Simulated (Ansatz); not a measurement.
Basis-set series for ClHInS (`[SH][In][Cl]`) radical. Total charge 0; spin multiplicity 2. In: def2 effective core potential. The structure was optimised at the PBE0-D4/def2-TZVP level. It is one conformer, not always the lowest.

| functional | basis | functions | energy (Eh) | HOMO (eV) | LUMO (eV) |
| --- | --- | --- | --- | --- | --- |
| PBE0-D4 | def2-TZVPP | 148 | -1048.94045 | -6.63 | -4.04 |
| PBE0-D4 | def2-QZVPP | 252 | -1048.96743 | -6.66 | -4.07 |
| ωB97M-V | def2-TZVPP | 148 | -1049.12681 | -8.57 | -2.42 |
| ωB97M-V | def2-QZVPP | 252 | -1049.15273 | -8.60 | -2.49 |

Question: Give the rows for def2-SVP. (Estimate.)

Answer: Ansatz gave: 
| functional | basis | functions | energy (Eh) | HOMO (eV) | LUMO (eV) |
| --- | --- | --- | --- | --- | --- |
| PBE0-D4 | def2-SVP | 67 | -1048.63443 | -6.52 | -3.94 |
| ωB97M-V | def2-SVP | 67 | -1048.82306 | -8.42 | -2.26 |

HOMO and LUMO are taken over both spins.
